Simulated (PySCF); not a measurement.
Molfile (atoms numbered from 1):
```
C4H10OSSi2
     RDKit          3D

 18 18  0  0  0  0  0  0  0  0999 V2000
    2.5632    0.2091    0.9975 C   0  0  0  0  0  0  0  0  0  0  0  0
    2.0755   -0.5368   -0.1930 C   0  0  0  0  0  0  0  0  0  0  0  0
    2.7842   -1.8684   -0.8121 S   0  0  0  0  0  0  0  0  0  0  0  0
    0.5088   -0.0447   -1.1258 Si  0  0  1  0  0  4  0  0  0  0  0  0
   -0.8659   -1.3337   -0.9223 C   0  0  0  0  0  0  0  0  0  0  0  0
   -2.2028   -0.5666   -0.8351 C   0  0  0  0  0  0  0  0  0  0  0  0
   -1.8331    1.0683    0.0480 Si  0  0  0  0  0  4  0  0  0  0  0  0
   -0.2302    1.2896   -0.4089 O   0  0  0  0  0  0  0  0  0  0  0  0
    1.7751    0.2310    1.7709 H   0  0  0  0  0  0  0  0  0  0  0  0
    3.4810   -0.2302    1.4128 H   0  0  0  0  0  0  0  0  0  0  0  0
    2.7363    1.2666    0.7315 H   0  0  0  0  0  0  0  0  0  0  0  0
    0.8800    0.2734   -2.5327 H   0  0  0  0  0  0  0  0  0  0  0  0
   -0.8603   -2.0957   -1.7167 H   0  0  0  0  0  0  0  0  0  0  0  0
   -0.6641   -1.8702    0.0213 H   0  0  0  0  0  0  0  0  0  0  0  0
   -2.5666   -0.3201   -1.8479 H   0  0  0  0  0  0  0  0  0  0  0  0
   -2.9969   -1.1597   -0.3537 H   0  0  0  0  0  0  0  0  0  0  0  0
   -2.6738    2.2146   -0.4028 H   0  0  0  0  0  0  0  0  0  0  0  0
   -1.9277    0.9619    1.5371 H   0  0  0  0  0  0  0  0  0  0  0  0
  1  2  1  0
  2  3  2  0
  2  4  1  0
  4  5  1  0
  5  6  1  0
  6  7  1  0
  7  8  1  0
  8  4  1  0
  1  9  1  0
  1 10  1  0
  1 11  1  0
  4 12  1  6
  5 13  1  0
  5 14  1  0
  6 15  1  0
  6 16  1  0
  7 17  1  0
  7 18  1  0
M  END
```

Geometry: PBE0-D3(BJ)/def2-SVP; GIAO shifts from PySCF 2.14, gas phase, non-relativistic, averaged over equivalent atoms.

At PBE0/pcSseg-1 (207 basis functions, 52 s wall time on 1 thread of an Arm Neoverse V2, shared host):
```tsv
atoms	δ (ppm)
C2	336.6
C1	51.1
C5	12.1
C6	8.8
S3	1273.6
Si7	2.9
Si4	-19.4
O8	56.5
H17	5.18
H18	5.06
H12	4.76
H9/H10/H11	3.69
H13	1.30
H16	0.95
H15	0.94
H14	0.37
```

Scale: TMS for $^{13}$C (184.41 ppm) and $^{29}$Si (351.99 ppm) and $^{1}$H (31.27 ppm); CS2 for $^{33}$S (495.66 ppm); $^{17}$O (334.56 ppm) against H2O (reference shieldings calculated alike).

**Question.** Estimate the result of repeating the calculation with WP04/pcSseg-1.

**Answer.** 
```
     atoms  δ at WP04/pcSseg-1  change
        C2               331.9    -4.7
        C1                49.2    -1.9
        C5                13.5    +1.4
        C6                10.7    +1.9
        S3              1258.8   -14.8
       Si7                -8.6   -11.5
       Si4               -30.6   -11.2
        O8                40.7   -15.8
       H17                4.40   -0.78
       H18                4.29   -0.77
       H12                4.13   -0.63
H9/H10/H11                3.47   -0.22
       H13                1.18   -0.12
       H16                0.86   -0.09
       H15                0.80   -0.14
       H14                0.36   -0.01
```

Scale: $^{13}$C (σref 172.44), $^{29}$Si (σref 338.69), $^{1}$H (σref 31.56) against TMS; $^{33}$S (σref 462.27) against CS2; H2O for $^{17}$O (σref 317.54) (reference shieldings calculated alike).

The largest change is at O8 (oxygen bonded to 2 Si, in a 5-membered ring). Cost: 207 basis functions, 36 s wall time on 1 thread of an Arm Neoverse V2, shared host. The order of the carbon signals is the same at both levels.

Experimental scales use liquid or dissolved standards, which lie at an offset from isolated H2O (liquid H2O: subtract about 36 ppm).
